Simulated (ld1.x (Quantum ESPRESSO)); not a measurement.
## Before and after: RRKJ potential for Hf (Z = 72)

```
Element                 : hafnium
Generator               : ld1.x (Quantum ESPRESSO) 7.5
Type                    : norm-conserving RRKJ (Kleinman–Bylander form)
Functional              : LDA (PZ)
Relativity              : scalar-relativistic
Frozen core             : [Xe] 4f14
Valence charge          : 4
Reference configuration : 5d2 6s2 6p0
Partial waves           : 6p (bound, empty): rc 3.10 bohr; 5d (bound): rc 1.90 bohr; 6s (bound): rc 2.65 bohr
Local potential         : the s channel
Core correction         : a·sin(br)/r model core inside 1.25 bohr
rho0                    : 0.01
```

Change: wave 5d (bound): rc 1.90 bohr becomes 5d (bound): rc 2.90 bohr.

Cutoffs: the cutoffs (Ry, on a coarse ladder) from which the occupation-weighted sum of valence levels, in a spherical-Bessel basis at the reference potential, stays within 10 and 1 mRy of its value at 400 Ry; they do not see the model core or the augmentation charge, which bear on the density cutoff. Errors are all-electron minus pseudo energies relative to the spin-unpolarised reference configuration.

Question: What does the change do?

Answer: The potential gets softer (21 Ry and 40 Ry → 18 Ry and 18 Ry); of the 9 tests that both files solve, the error grows in 2 and shrinks in 1 by more than 15 % and 0.3 meV (median size 7.9 → 19.7 meV); neither file shows a bound ghost. A larger radius leaves more room for a smooth pseudo-wave, so fewer plane waves are needed.

```tsv
quantity	base	changed
cutoff, loose	21 Ry	18 Ry
cutoff, tight	40 Ry	18 Ry
loose cutoff by channel (10 mRy a level)	d 18 Ry, s 6 Ry	d 15 Ry, s 6 Ry
bound ghosts	none	none
error for 5d2 6s1 6p0, meV [ΔE 8.20 eV]	-7.9	-7.3
error for 5d2 6s0 6p0, meV [ΔE 22.70 eV]	-46	-48
error for 5d1 6s0 6p0, meV [ΔE 44.80 eV]	-290	-263
error for 5d2 6s1 6p1, meV [ΔE 3.91 eV]	-4.6	-4.9
error for 5d2 6s1.5 6p0, meV [ΔE 3.35 eV]	-2.2	-2.0
error for 5d3 6s0 6p0, meV [ΔE 10.23 eV]	-87	-45
error for 5d2 6s0 6p2, meV [ΔE 8.07 eV]	-18	-20
error for 5d2 6s2 6p0 (spin-polarised), meV [ΔE -0.44 eV]	-2.4	+19
error for 5d2 6s1 6p0 (spin-polarised), meV [ΔE 7.06 eV]	-0.3	+35
s: phases at 3.33 bohr within 0.05 rad from the reference energy up to (Ry; the scan ends near 5)	1.7	1.7
p: phases at 3.33 bohr within 0.05 rad from the reference energy up to (Ry; the scan ends near 5)	1.8	1.8
d: phases at 3.33 bohr within 0.05 rad from the reference energy up to (Ry; the scan ends near 5)	1.0	0.9
```
